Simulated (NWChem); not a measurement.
System: C3HCl3; SMILES ClC=C=C(Cl)Cl

```xyz
7

Cl     0.3458     2.9961     0.0000
C     -0.8011     1.6777     0.0000
C     -0.4558     0.4079     0.0000
C     -0.1158    -0.8648     0.0000
Cl     0.1238    -1.7729     1.4669
Cl     0.1238    -1.7729    -1.4669
H     -1.8498     2.0208     0.0000
```
Atoms are numbered in this order, from 1.

Program: NWChem. All runs use the structure optimised with PBE-D3(BJ)/def2-SVP. Total energies compare along this basis series because the functional is fixed.

| level | basis functions | energy (Ha) | highest occupied level (eV) | orbital gap (eV) | dipole (D) |
|---|---|---|---|---|---|
| Hartree-Fock/pcseg-1 | 101 | -1492.4514 | -10.60 | 12.79 | 1.44 |
| Hartree-Fock/aug-pcseg-1 | 159 | -1492.4657 | -10.50 | 11.34 | 1.36 |
| Hartree-Fock/pcseg-2 | 206 | -1492.6649 | -10.46 | 12.79 | 1.38 |
| Hartree-Fock/STO-3G | 43 | -1476.4115 | -9.22 | 14.46 | 1.91 |
| Hartree-Fock/def2-SVP | 101 | -1492.0613 | -10.39 | 13.00 | 1.39 |
